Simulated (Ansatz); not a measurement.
`[AlH2][SiH2][SiH2][GaH2]`, 12 atoms. Charge 0, multiplicity 1. Correlated methods include outer-core shells of Ga, which these sets cover unevenly. Scalar relativity is left out up to krypton. All runs use 4 threads of an Arm Neoverse V1 on a shared host. Correlated methods freeze the cores.

(1) How many basis functions does each run have, and how long does it take in Ansatz? RKS ωB97M-V/def2-SVP energy; RKS PBE0-D4/def2-TZVP frequencies; RKS ωB97M-V/def2-QZVPP energy; RKS PBE-D4/def2-TZVPP energy and forces; RKS PBE0-D4/def2-TZVP relaxation (41 steps); RKS PBE0-D4/def2-QZVPP energy; RHF-CCSD(T)/def2-TZVPP energy; RHF-CCSD(T)/def2-SVP energy; RKS HSE06 (plane-wave form)-D4/def2-TZVPP energy; RHF-MP2/def2-QZVPP energy; RKS r2SCANh-D4/def2-TZVPP energy; direct RPA on PBE orbitals/def2-TZVPP energy. (Best estimate.)

Answers

(1) Computed: Other jobs shared the machine, so times are rough.

```csv
level,job,functions,wall time,peak host memory (GiB)
RKS PBE-D4/def2-TZVPP,energy and forces,286,4 s,0.46
RKS HSE06 (plane-wave form)-D4/def2-TZVPP,energy,286,6.5 s,1.1
direct RPA on PBE orbitals/def2-TZVPP,energy,286,7 s,0.71
RHF-CCSD(T)/def2-SVP,energy,126,8 s,0.6
RKS ωB97M-V/def2-SVP,energy,126,8.5 s,0.48
RKS r2SCANh-D4/def2-TZVPP,energy,286,9 s,1
RKS PBE0-D4/def2-QZVPP,energy,539,17 s,2.9
RHF-MP2/def2-QZVPP,energy,539,34 s,3.7
RKS ωB97M-V/def2-QZVPP,energy,539,39 s,3
RKS PBE0-D4/def2-TZVP,relaxation (41 steps),207,3.2 min,0.7
RKS PBE0-D4/def2-TZVP,frequencies,207,3.9 min,0.7
RHF-CCSD(T)/def2-TZVPP,energy,286,4.4 min,7.4
```
